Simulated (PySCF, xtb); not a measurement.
H4Si2, SMILES [SiH][SiH3] (connectivity only; charge and spin as stated), charge -1, multiplicity 2. Atoms are numbered in the order given.

```xyz
6

Si     0.1052    -1.3028     0.0000
H     -1.4355    -1.3619     0.0000
Si    -0.0006     1.0344     0.0000
H     -0.6875     1.7006     1.1711
H     -0.6875     1.7006    -1.1711
H      1.3458     1.7174     0.0000
```
Charge -1, spin multiplicity 2.

Geometry optimised at ωB97X-D3(BJ)/def2-TZVPD. The spin state was assumed, not searched. The isomer is the one that the SMILES or the coordinates give; other isomers of the formula were not compared.

Method: C-PCM-PBE0/def2-SVPD (PySCF).

The values are the electrostatic part of the solvation free energy, E(continuum) − E(gas) at the gas-phase geometry, in a cavity of scaled van der Waals radii (PySCF's table); cavitation and dispersion terms are not included.

```json
[
 {"solvent": "water", "ε": "78.36", "ΔG(elec) (kcal/mol)": "-50.6"},
 {"solvent": "chlorobenzene", "ε": "5.70", "ΔG(elec) (kcal/mol)": "(withheld)"},
 {"solvent": "chloroform", "ε": "4.71", "ΔG(elec) (kcal/mol)": "-40.3"}
]
```

Task: Complete the blanks. (Estimate from the structure and the level; the computed values follow.)

Result: 
- chlorobenzene, ΔG(elec) (kcal/mol): -42.2

For comparison, GFN2-xTB/ALPB(water) (xtb, at the GFN2-xTB geometry, all terms of that model) gives -58.1 kcal/mol.
